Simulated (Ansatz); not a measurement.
CH6FGeN, SMILES `[CH3][GeH]([NH2])[F]`, relaxed with RKS PBE0-D4/def2-TZVP in the Gaussian-basis code of Ansatz from a PBE-D4/def2-SVP geometry. The force threshold is 0.005 eV/Å; the program also tests the step.

The species carries charge 0 and has multiplicity 1.

Start:

```xyz
10

C     0.169    1.186   -0.885
Ge    0.172   -0.633   -0.190
N    -0.087   -0.597    1.626
F    -1.160   -1.482   -1.008
H     0.322    1.176   -1.981
H    -0.803    1.671   -0.670
H     0.978    1.775   -0.411
H     1.434   -1.484   -0.476
H    -0.093   -1.521    2.072
H    -0.931   -0.093    1.922
```

(1) How much energy does the relaxation release, and in how many steps? (An estimate is asked.)

(2) Which bonds change most? (An estimate is asked.)

(3) Give the relaxed structure. (Best estimate.)

## Answers

(1) Computed: 3.83 kJ/mol, in 5 steps.

(2) The calculation gave: Ge2–F4 from 1.779 to 1.757 Å; Ge2–N3 from 1.834 to 1.817 Å; C1–H5 from 1.107 to 1.090 Å; N3–H10 from 1.026 to 1.010 Å.

(3) Ansatz gave: 
```xyz
10

C     0.169    1.179   -0.881
Ge    0.178   -0.622   -0.184
N    -0.113   -0.607    1.610
F    -1.126   -1.453   -1.018
H     0.291    1.160   -1.964
H    -0.783    1.659   -0.647
H     0.978    1.760   -0.438
H     1.423   -1.474   -0.465
H    -0.091   -1.507    2.066
H    -0.925   -0.094    1.920
```
